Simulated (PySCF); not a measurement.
C2H9BO, singlet (PBE0/def2-SVP optimised geometry):

```
13

B      0.279     0.009     0.000
H      1.505     0.009     0.000
C     -0.395    -1.128    -0.912
H      0.032    -2.138    -0.775
H     -0.223    -0.875    -1.973
H     -1.492    -1.205    -0.792
C     -0.408     1.451     0.000
H     -0.246     1.921    -0.985
H      0.016     2.138     0.750
H     -1.505     1.421     0.146
O      0.008    -0.553     1.632
H      0.361    -1.452     1.674
H     -0.949    -0.642     1.741
```

Level of theory: PySCF with PBE0/def2-TZVP.

**Question.** What are the frontier orbital energies and the dipole moment?

**Answer.** HOMO-2 -9.72 eV, HOMO-1 -7.97 eV, HOMO -7.72 eV, LUMO -0.12 eV, LUMO+1 1.44 eV; dipole moment 3.71 D.

On the same geometry PBE/def2-TZVP (PySCF) gives HOMO-2 -8.20 eV, HOMO-1 -6.59 eV, HOMO -6.37 eV, LUMO -1.04 eV, LUMO+1 0.57 eV; dipole moment 3.67 D.

Meta-Löwdin charges at PBE0/def2-TZVP: B1 0.03, H2 -0.04, C3 -0.46, H4 0.09, H5 0.13, H6 0.09, C7 -0.46, H8 0.12, H9 0.11, H10 0.09, O11 -0.44, H12 0.38, H13 0.37.
